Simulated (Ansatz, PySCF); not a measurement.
Species: 1,1-difluoro-2-methoxyethene, C$_{3}$H$_{4}$F$_{2}$O (charge 0, singlet). 
Coordinates optimised at B3LYP-D3(BJ)/def2-TZVP (Ansatz, a first-principles code):
```xyz
10

C     -2.4944    -0.2439     0.1790
O     -1.1691    -0.7638     0.1550
C     -0.2214     0.1246     0.5586
C      0.9386     0.2293    -0.0701
F      1.2879    -0.4428    -1.1516
F      1.9273     1.0095     0.3475
H     -3.1549    -1.0650    -0.0892
H     -2.6082     0.5716    -0.5409
H     -2.7530     0.1190     1.1795
H     -0.4053     0.7244     1.4430
```
Charge 0, spin multiplicity 1.

Dipole moments at this geometry, in debye (magnitudes).

| level | program | dipole (D) |
|---|---|---|
| HF/def2-TZVPD | PySCF | 2.93 |
| revPBE/def2-TZVPD | Ansatz | 2.35 |
| PBE0/def2-TZVPD | Ansatz | (withheld) |
| BHLYP/def2-TZVPD | Ansatz | 2.79 |
| r2SCANh/def2-TZVPD | Ansatz | 2.53 |
| CCSD(T)/aug-cc-pVDZ | Ansatz | (withheld) |

Task: What belongs in the gaps?

Result: 
- PBE0/def2-TZVPD, dipole (D): 2.58
- CCSD(T)/aug-cc-pVDZ, dipole (D): 2.62
